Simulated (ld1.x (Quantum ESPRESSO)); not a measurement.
## Before and after: TM potential for F

ld1.x (Quantum ESPRESSO) 7.5 input, shortened:

```
&input
   title='F', zed=9., rel=0, dft='PBE', iswitch=3,
   config='[He] 2s2 2p5 3d-2'
 /
 &inputp
   pseudotype=2, tm=.true., lloc=2,
   nlcc=.false.
 /
3
2S  1  0   2.00   0.00  0.85  0.85  0.0
2P  2  1   5.00   0.00  1.55  1.55  0.0
3D  3  2  -2.00   0.40  1.60  1.60  0.0
 &test
   configts(1)='2s2 2p5'
 /
```

Change: wave 3d channel at 0.4 Ry: rc 1.60 bohr becomes 3d channel at 5.78 Ry: rc 1.60 bohr.

Cutoffs: the cutoffs (Ry, on a coarse ladder) from which the occupation-weighted sum of valence levels, in a spherical-Bessel basis at the reference potential, stays within 10 and 1 mRy of its value at 400 Ry; they do not see the model core or the augmentation charge, which bear on the density cutoff. Errors are all-electron minus pseudo energies relative to the spin-unpolarised reference configuration.

Question: What does the change do?

Answer: The potential gets neither clearly harder nor softer (100 Ry and 200 Ry → 100 Ry and 200 Ry); of the 7 tests that both files solve, the error grows in 0 and shrinks in 2 by more than 15 % and 0.3 meV (median size 72.4 → 80.3 meV); neither file shows a bound ghost.

| quantity | base | changed |
| --- | --- | --- |
| cutoff, loose | 100 Ry | 100 Ry |
| cutoff, tight | 200 Ry | 200 Ry |
| bound ghosts | none | none |
| error for 2s2 2p4, meV [ΔE 19.40 eV] | +34 | +27 |
| error for 2s2 2p3, meV [ΔE 57.80 eV] | +297 | +266 |
| error for 2s2 2p2, meV [ΔE 118.44 eV] | +1200 | +1129 |
| error for 2s2 2p4.5, meV [ΔE 7.55 eV] | +5.0 | +3.7 |
| error for 2s1 2p5, meV [ΔE 38.41 eV] | -72 | -80 |
| error for 2s2 2p5.3, meV [ΔE -2.67 eV] | +0.5 | +0.2 |
| error for 2s2 2p1, meV [ΔE 204.24 eV] | +3396 | +3292 |
| s: phases at 1.75 bohr within 0.05 rad from the reference energy up to (Ry; the scan ends near 5) | 2.8 | 3.6 |
| p: phases at 1.75 bohr within 0.05 rad from the reference energy up to (Ry; the scan ends near 5) | 3.0 | 2.8 |
| d: phases at 1.75 bohr within 0.05 rad from the reference energy up to (Ry; the scan ends near 5) | to the end of the scan | to the end of the scan |
